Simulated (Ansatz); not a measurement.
CH8ClGeNSi, SMILES `C[N]([GeH3])[SiH2]Cl`, charge 0, multiplicity 1.

Give a relaxed structure at PBE0-D4/def2-TZVP (Ansatz). (An estimate is asked.)

Computed: 
```xyz
13

C     1.221   -0.138   -0.919
N     0.063   -0.202   -0.035
Ge    0.358    0.368    1.700
Si   -1.489   -0.384   -0.703
Cl   -2.220    1.340   -1.591
H     2.084   -0.640   -0.468
H     1.514    0.892   -1.155
H     1.010   -0.645   -1.865
H     1.469   -0.519    2.289
H    -0.959    0.215    2.468
H     0.830    1.834    1.694
H    -1.443   -1.389   -1.791
H    -2.439   -0.733    0.375
```
This is one stationary point; other conformers may exist.
